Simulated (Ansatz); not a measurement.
A nudged elastic band was laid between two geometries of CH4BFO + H2S (11 atoms, charge 0, multiplicity 1).

Computed with RHF/def2-SVP in Ansatz.

```json
{
 "movable images": "5",
 "climbing image": "yes",
 "spring": "5.0 eV/Å²",
 "optimiser": "quadratic models (default)",
 "start path": "through a guess of the saddle point",
 "force threshold": "0.05 eV/Å",
 "iteration limit": "60",
 "end points": "relaxed"
}
```

First end point:

```xyz
11
Properties=species:S:1:pos:R:3
B -0.310 -0.391 0.279
O -0.550 -0.702 1.563
H -1.461 -0.802 1.784
F 0.969 -0.246 -0.045
C -1.399 -0.202 -0.847
H -1.156 -0.825 -1.710
H -2.415 -0.435 -0.527
H -1.381 0.836 -1.189
S 0.389 3.069 1.346
H 1.397 2.453 0.723
H 0.448 2.273 2.417
```

Last end point:

```xyz
11
Properties=species:S:1:pos:R:3
B 0.058 0.747 -0.293
O -0.465 -0.423 2.261
H -1.255 -0.875 2.517
F 1.196 0.093 -0.428
C -1.273 0.149 -0.877
H -1.324 -0.921 -0.672
H -2.171 0.632 -0.492
H -1.265 0.275 -1.965
S 0.113 2.434 0.419
H 1.426 2.490 0.655
H -0.512 0.428 2.671
```

(1) Which bonds break or form, and what moves?

(2) Give the energies along the band, and the barrier.

(3) What is the geometry of the highest image?

Results:

(1) Bonds broken: B1–O2, S9–H11. Bonds formed: B1–S9, O2–H11. CH4BFO + H2S becomes CH4BFS + H2O.

(2) It converged. The highest image is number 4 of 0 to 6, 2.09 eV above the first end and 1.20 eV above the last; the last end lies 0.90 eV above the first. Neighbouring images differ by up to 1.7 eV, so the band resolves the path poorly. A vibrational analysis at the climbing image gives one clearly imaginary mode, 1682i cm⁻¹: a first-order saddle point. The orbitals stay closed-shell, which can raise the energy where a bond breaks towards radicals; this wasn't checked here.

```json
{"image": "0", "path coordinate (Å)": "0.00", "energy (eV)": "0.00", "B1–O2 (Å)": "1.34", "S9–H11 (Å)": "1.34", "B1–S9 (Å)": "3.69"}
{"image": "1", "path coordinate (Å)": "0.79", "energy (eV)": "0.01", "B1–O2 (Å)": "1.34", "S9–H11 (Å)": "1.33", "B1–S9 (Å)": "3.62"}
{"image": "2", "path coordinate (Å)": "1.58", "energy (eV)": "0.04", "B1–O2 (Å)": "1.35", "S9–H11 (Å)": "1.33", "B1–S9 (Å)": "3.45"}
{"image": "3", "path coordinate (Å)": "2.36", "energy (eV)": "0.35", "B1–O2 (Å)": "1.36", "S9–H11 (Å)": "1.34", "B1–S9 (Å)": "2.91"}
{"image": "4", "path coordinate (Å)": "3.15", "energy (eV)": "2.09", "B1–O2 (Å)": "1.51", "S9–H11 (Å)": "1.65", "B1–S9 (Å)": "2.29"}
{"image": "5", "path coordinate (Å)": "4.16", "energy (eV)": "1.04", "B1–O2 (Å)": "2.16", "S9–H11 (Å)": "2.54", "B1–S9 (Å)": "1.88"}
{"image": "6", "path coordinate (Å)": "5.16", "energy (eV)": "0.90", "B1–O2 (Å)": "2.86", "S9–H11 (Å)": "3.08", "B1–S9 (Å)": "1.83"}
```

(3) 
```xyz
11
Properties=species:S:1:pos:R:3
B -0.098 0.194 0.235
O -0.317 -0.149 1.684
H -1.161 -0.533 1.887
F 1.138 -0.127 -0.138
C -1.314 0.001 -0.751
H -1.466 -1.069 -0.932
H -2.247 0.417 -0.366
H -1.108 0.470 -1.713
S 0.005 2.366 0.937
H 1.332 2.432 1.082
H -0.234 1.027 1.870
```

The run took 2.1 min on 2 threads of Arm Neoverse V2 (shared host), peak memory 0.21 GiB.
